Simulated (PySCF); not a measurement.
Two-component Hartree-Fock for Os²⁺ (osmium, charge +2)

Start: [Xe] 4f14 5d5 6p1; 5d5/2 filled at m_j = -3/2, -1/2, +1/2, +3/2, +5/2; 6p3/2 filled at m_j = +3/2. Calculated with PySCF 2.14 in x2c-TZVPall-2c (11s11p10d2f, 108 functions): generalised Hartree-Fock with the X2C-1e Hamiltonian and a Gaussian nucleus; spin-orbit coupling (SO) screened by Boettger's factors. This is a chosen level, not necessarily the ground level.

```csv
spinor shell,electrons,"ε, screened SO (eV)",weight of nominal j (screened SO),"rms radius, screened SO (bohr)"
1s1/2,2,-74276.6,1.000,0.0201
2s1/2,2,-13096.9,1.000,0.0809
2p1/2,2,-12517.9,1.000,0.0687
2p3/2,4,-10981.0,1.000,0.0764
3s1/2,2,-3128.9,1.000,0.207
3p1/2,2,-2870.5,1.000,0.198
3p3/2,4,-2530.0,1.000,0.214
3d3/2,4,-2102.3,1.000,0.188
3d5/2,6,-2028.9,1.000,0.193
4s1/2,2,-711.64,1.000,0.459
4p1/2,2,-602.07,1.000,0.466
4p3/2,4,-521.08,1.000,0.499
4d3/2,4,-340.90,0.999,0.519
5s1/2,2,-129.73,1.000,1.08
5p1/2,2,-94.828,0.917,1.19
4f5/2,6,-94.678,0.977,0.610
4f7/2,8,-91.720,0.983,0.610
5p3/2,4,-79.157,0.959,1.26
5d5/2,5,-34.605,0.507,1.74
6p3/2,1,-17.799,1.000,3.55
```

Question: Where does 4d5/2 lie, and what is the 4d spin-orbit splitting (screened SO)?

Answer: At -325.28 eV, 15.615 eV above 4d3/2.

| quantity | screened SO |
| --- | --- |
| E (hartree) | -17262.63493 |
| M_J | 4 |
| ⟨J²⟩ | 20.008 |
| ⟨L²⟩ | 2.412 |
| ⟨S²⟩ | 11.745 |

Each row is a mean over spinors that exchange with the open shell spreads, by up to 9.799 eV (5p3/2).

Rows whose weight is well below 1 are mixtures of j = l ± 1/2: exchange outweighs spin-orbit coupling there, and the label is only the starting occupation.

Breit and QED terms are absent; they matter most for the inner s and p1/2 levels.

Densities and radii are taken from the X2C orbitals without a picture-change correction, which distorts them close to the nucleus.
